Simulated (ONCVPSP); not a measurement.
# B (Z = 5): ONCV pseudisation with PBE, scalar-relativistic reference atom.

ONCVPSP 4.0.1 input, shortened (lines: element, Z, core and valence counts, functional; n l f; lmax; l rc ep ncon nbas qcut; lloc lpopt rc5 dvloc0; l nproj debl; icmod fcfact rcfact), PBE, scalar-relativistic:

```
  B 5.00    1    2        4      upf
    1    0    2.00
    2    0    1.50
    2    1    1.50
    2
    0    2.04    0.00    4    9    5.00
    1    3.62    0.00    5   10    5.10
    2    2.98    0.10    4    8    3.70
    4    5    1.28    0.00
    0    3    3.30
    1    1    2.30
    2    2    3.60
    1    0.30    0.00
```

- Cutoffs needed: 7.3 Ha and 9.8 Ha (the cutoffs (Ha) at which the residual kinetic energy of the hardest occupied pseudo-wave falls to 1 and 0.1 mHa per electron) The cutoffs count occupied waves only; projector 2 of the d channel, the hardest unoccupied one, needs 20 Ha at the loose tolerance.
- Ghost test: no bound ghost flagged; no localised positive-energy state flagged
- Largest excitation error: +460 meV (all-electron minus pseudo) for 2s1 2p0, out of 4 test configurations
- rms error of d²Exc/dni dnj: 1.64 mHa without and 1.70 mHa with the model core
